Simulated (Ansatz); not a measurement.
A made-up structure of CH2OTe, closed shell:

```tsv
atom	x (Å)	y (Å)	z (Å)
C1	-0.0121	0.2727	-0.1198
O2	-0.8647	-0.1381	0.8348
Te3	0.5813	-1.3743	0.1408
H4	-0.4804	0.2817	-1.1345
H5	0.7759	0.9580	0.2786
```

It is relaxed with PBE-D4/def2-SVP and then PBE0-D4/def2-TZVP (Ansatz 0.2.0). Atoms count as bonded within 1.22 times the sum of their covalent radii (H–H: 0.88 Å). The end point is not checked to be a true minimum.

**Question.** Does its bonding change? (A judgement: the text doesn't fix the answer.)

**Answer.** The calculation gives: No: no bond forms or breaks.

Where it ends: The first stage lowers the energy by 2.43 eV in 7 steps. It ends as CH₂OTe ([CH2]1[O][Te]1):
| atom | x (Å) | y (Å) | z (Å) |
| --- | --- | --- | --- |
| C1 | -0.0206 | 0.3380 | -0.1434 |
| O2 | -0.7893 | -0.2310 | 0.8122 |
| Te3 | 0.5814 | -1.6671 | 0.2809 |
| H4 | -0.4675 | 0.4669 | -1.1291 |
| H5 | 0.6959 | 1.0931 | 0.1795 |

Labels in which every atom is bracketed show which atoms are joined, not bond orders.

For scale, one of the runs: PBE0-D4/def2-TZVP relaxation, 124 basis functions, launched by `ansatz run in.yaml --threads 2 --pin off --events-out ev --progress --plain --max-ram 4352MiB`. Hardware: 2 CPU threads of an Arm Neoverse V2, shared host. Wall time about 12 s.
